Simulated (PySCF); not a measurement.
## Radial density of Sn (tin, neutral)

UHF, [Kr] 4d10 5s1 5p3, 5s spin antiparallel (an excited configuration). Calculation: PySCF 2.14, in x2c-TZVPPall (8s6p4d2f, 60 functions); scalar relativity by spin-free X2C-1e.

```csv
r (bohr),4πr²ρ (e/bohr),4πr²(ρα − ρβ)
0.0266,61.46,0.0061
0.0448,56.30,0.0227
0.0754,78.83,0.0058
0.127,68.78,-0.0104
0.213,62.12,0.0110
0.359,50.46,0.0031
0.603,20.42,0.0171
1.01,18.75,-0.0149
1.71,4.074,0.0611
2.87,1.500,0.7517
4.83,0.3651,0.3246
8.12,0.005407,0.0053
```

Densities and radii are taken from the X2C orbitals without a picture-change correction, which distorts them close to the nucleus.

With the s spin flipped the determinant is a mixture of two multiplicities, not a spectroscopic state.
